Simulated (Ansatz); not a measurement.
## Molecular dynamics of C₃H₁₁NSi

The input (input.yaml):

```yaml
crystal:
  periodic: [false, false, false]
  atoms:
    - { symbol: C, position_ang: [-0.380374, -1.19877, -1.713287] }
    - { symbol: Si, position_ang: [0.031147, -0.587245, 0.004298] }
    - { symbol: C, position_ang: [1.863877, -0.289689, 0.185579] }
    - { symbol: C, position_ang: [-0.91417, 1.006045, 0.344839] }
    - { symbol: "N", position_ang: [-0.641988, 1.482056, 1.753791] }
    - { symbol: H, position_ang: [-0.080054, -0.47413, -2.475864] }
    - { symbol: H, position_ang: [0.132482, -2.140102, -1.93132] }
    - { symbol: H, position_ang: [-1.454676, -1.372954, -1.825664] }
    - { symbol: H, position_ang: [-0.395459, -1.574981, 0.970836] }
    - { symbol: H, position_ang: [2.08375, 0.146277, 1.164934] }
    - { symbol: H, position_ang: [2.432811, -1.219856, 0.092949] }
    - { symbol: H, position_ang: [2.230478, 0.404439, -0.576507] }
    - { symbol: H, position_ang: [-0.560648, 1.794157, -0.337035] }
    - { symbol: H, position_ang: [-1.991798, 0.8696, 0.133398] }
    - { symbol: H, position_ang: [-1.240657, 2.344689, 1.875919] }
    - { symbol: H, position_ang: [-1.137821, 0.787763, 2.377532] }
basis:
  gaussian: { orbitals: STO-3G }
hamiltonian:
  xc: pbe0
  dispersion: d4
md:
  timestep: 0.5
  n_steps: 150
  ensemble: nvt_langevin
  temperature: 400.0
  initial_velocities: maxwell_boltzmann
  seed: 979845
  friction: 0.001
scf:
  lower_state_search: "off"
```

Command:

```bash
$ ansatz run input.yaml --threads 1 --pin off --max-ram 2048MiB --backend cpu --events-out ev --progress --plain --runs-dir out
```

It starts from a relaxed structure.

Output, in part (step lines, the closing report, with atoms numbered from 0):

```
md step     0: t =     0.00 fs  T =   375.0 K  F+E_penalty+E_count = -12501.32086989 eV  E_kin = 0.775560 eV  (11 SCF iters)
[... lines left out ...]
Total energy: -12501.00577379 eV, -459.4034887006 hartree
Atom 0 at    -0.398643    -1.364226    -1.577773 Å, force    -1.336237    -0.202388     0.914837 eV/Å
Atom 1 at     0.110199    -0.562806     0.041913 Å, force     0.166848     1.003630    -0.561042 eV/Å
Atom 2 at     1.944884    -0.191024    -0.054690 Å, force     0.325108     0.351398     0.711851 eV/Å
Atom 3 at    -0.951998     1.020960     0.293413 Å, force     0.516402     0.329149     0.685620 eV/Å
Atom 4 at    -0.914879     1.410258     1.748346 Å, force     0.790985    -0.062337    -0.051554 eV/Å
Atom 5 at    -0.059064    -0.838614    -2.451950 Å, force     0.643167     0.379488    -0.479749 eV/Å
Atom 6 at    -0.006837    -2.367893    -1.566916 Å, force     0.379356    -0.661689    -0.424003 eV/Å
Atom 7 at    -1.491143    -1.463185    -1.713094 Å, force     0.358961     0.099409     0.385508 eV/Å
Atom 8 at    -0.018822    -1.443106     1.185237 Å, force    -0.389690    -0.036668    -0.179724 eV/Å
Atom 9 at     2.261468     0.306785     0.881366 Å, force    -0.130969    -0.021906    -0.461763 eV/Å
Atom 10 at     2.547464    -1.099645    -0.111613 Å, force    -0.143538    -0.282014    -0.069865 eV/Å
Atom 11 at     2.259430     0.434895    -0.895125 Å, force    -0.271034     0.114361     0.015185 eV/Å
Atom 12 at    -0.496886     1.926645    -0.180098 Å, force    -0.304968    -0.902769    -0.357337 eV/Å
Atom 13 at    -1.957737     0.841689    -0.162783 Å, force     0.204331     0.330709     0.337822 eV/Å
Atom 14 at    -1.377462     2.327923     1.934409 Å, force    -0.338484     0.063652    -0.425525 eV/Å
Atom 15 at    -1.402940     0.732022     2.362046 Å, force    -0.470236    -0.502024    -0.040261 eV/Å
Dipole moment:    -0.276740    -0.028313    -0.056403 e Å
```

The steps, from the saved trajectory:

```json
{"time (fs)": "0.0", "T (K)": "375", "potential energy less start (eV)": "0.000"}
{"time (fs)": "2.5", "T (K)": "238", "potential energy less start (eV)": "0.283"}
{"time (fs)": "5.0", "T (K)": "191", "potential energy less start (eV)": "0.373"}
{"time (fs)": "7.5", "T (K)": "104", "potential energy less start (eV)": "0.562"}
{"time (fs)": "10.0", "T (K)": "201", "potential energy less start (eV)": "0.355"}
{"time (fs)": "12.5", "T (K)": "197", "potential energy less start (eV)": "0.369"}
{"time (fs)": "15.0", "T (K)": "260", "potential energy less start (eV)": "0.245"}
{"time (fs)": "17.5", "T (K)": "231", "potential energy less start (eV)": "0.314"}
{"time (fs)": "20.0", "T (K)": "236", "potential energy less start (eV)": "0.301"}
{"time (fs)": "22.5", "T (K)": "151", "potential energy less start (eV)": "0.485"}
{"time (fs)": "25.0", "T (K)": "149", "potential energy less start (eV)": "0.490"}
{"time (fs)": "27.5", "T (K)": "140", "potential energy less start (eV)": "0.501"}
{"time (fs)": "30.0", "T (K)": "193", "potential energy less start (eV)": "0.396"}
{"time (fs)": "32.5", "T (K)": "196", "potential energy less start (eV)": "0.391"}
{"time (fs)": "35.0", "T (K)": "211", "potential energy less start (eV)": "0.352"}
{"time (fs)": "37.5", "T (K)": "211", "potential energy less start (eV)": "0.345"}
{"time (fs)": "40.0", "T (K)": "199", "potential energy less start (eV)": "0.388"}
{"time (fs)": "42.5", "T (K)": "148", "potential energy less start (eV)": "0.491"}
{"time (fs)": "45.0", "T (K)": "137", "potential energy less start (eV)": "0.530"}
{"time (fs)": "47.5", "T (K)": "165", "potential energy less start (eV)": "0.484"}
{"time (fs)": "50.0", "T (K)": "224", "potential energy less start (eV)": "0.368"}
{"time (fs)": "52.5", "T (K)": "215", "potential energy less start (eV)": "0.380"}
{"time (fs)": "55.0", "T (K)": "251", "potential energy less start (eV)": "0.326"}
{"time (fs)": "57.5", "T (K)": "197", "potential energy less start (eV)": "0.436"}
{"time (fs)": "60.0", "T (K)": "199", "potential energy less start (eV)": "0.431"}
{"time (fs)": "62.5", "T (K)": "170", "potential energy less start (eV)": "0.509"}
{"time (fs)": "65.0", "T (K)": "253", "potential energy less start (eV)": "0.328"}
{"time (fs)": "67.5", "T (K)": "236", "potential energy less start (eV)": "0.350"}
{"time (fs)": "70.0", "T (K)": "256", "potential energy less start (eV)": "0.306"}
{"time (fs)": "72.5", "T (K)": "176", "potential energy less start (eV)": "0.463"}
{"time (fs)": "75.0", "T (K)": "244", "potential energy less start (eV)": "0.315"}
```

All steps were run. The mean temperature of the second half is 49 % below the set value. A run of 0.075 ps of so small a system gives no equilibrium averages. Limits of this set-up: minimal basis.

The same pairs are bonded in the first frame and the last. Pairs count as bonded within 1.25 times the sum of covalent radii (0.12 Å more for H–H).

Last frame:

```xyz
16
Properties=species:S:1:pos:R:3
C -0.399 -1.364 -1.578
Si 0.110 -0.563 0.042
C 1.945 -0.191 -0.055
C -0.952 1.021 0.293
N -0.915 1.410 1.748
H -0.059 -0.839 -2.452
H -0.007 -2.368 -1.567
H -1.491 -1.463 -1.713
H -0.019 -1.443 1.185
H 2.261 0.307 0.881
H 2.547 -1.100 -0.112
H 2.259 0.435 -0.895
H -0.497 1.927 -0.180
H -1.958 0.842 -0.163
H -1.377 2.328 1.934
H -1.403 0.732 2.362
```

The run took 4.6 min on 1 CPU thread of a shared host.
